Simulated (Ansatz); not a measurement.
```tsv
atom	x (Å)	y (Å)	z (Å)
V	0.0000	0.0000	0.0000
Cl	1.2355	1.2355	1.2355
Cl	1.2355	-1.2355	-1.2355
Cl	-1.2355	1.2355	-1.2355
Cl	-1.2355	-1.2355	1.2355
```

Basis set: pcseg-2 (spherical functions). Charge 0, multiplicity 2.

Computed with Ansatz (development build ahead of 0.2.0); each method stands on the lowest determinant of its kind that the runs found. Restricted functionals stand beside restricted open-shell atoms, which can lie above the unrestricted atoms usual in DFT and then raise those values.

Question: Give the atomization energy at this shape (free ground-state atoms in the same class of orbitals less the molecule, no zero-point energy) of doublet VCl4 by ωB97X (restricted open-shell), PBE0 (unrestricted), PBE0 (restricted open-shell), UHF, ROHF.

Answer:

| method | atomization energy |
| --- | --- |
| ωB97X (restricted open-shell) | 1516.3 kJ/mol |
| PBE0 (unrestricted) | 1527.4 kJ/mol |
| PBE0 (restricted open-shell) | 1554.1 kJ/mol |
| UHF | 782.6 kJ/mol |
| ROHF | 843.1 kJ/mol |

Caution: other spin multiplicities were not run. Caution for ωB97X (restricted open-shell): no unrestricted run beside it, a lower state can exist. Caution for PBE0 (unrestricted): a free atom is spin contaminated.

The shape needn't be a minimum at these levels.
